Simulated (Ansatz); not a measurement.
Task: Name a neutral molecule of C, N, O, Si and H with HOMO–LUMO gap (PBE0/def2-TZVPP) between 6.70 and 7.00 eV and LUMO energy (ωB97M-V/def2-TZVPP) between 1.20 and 1.50 eV (Ansatz, PBE0-D4/def2-TZVP geometry).

Result: `N=C1O[SiH]1O` (6.98 eV, 1.38 eV); `C1N[SiH2]O1` (6.83 eV, 1.43 eV); `OC1=NC[SiH2]1` (6.94 eV, 1.47 eV); `CO[SiH2][SiH2]N` (6.93 eV, 1.48 eV); `C[SiH](N)[SiH2]O` (6.98 eV, 1.35 eV). Other molecules can fit too; these were computed, each in one conformer that needn't be the lowest.
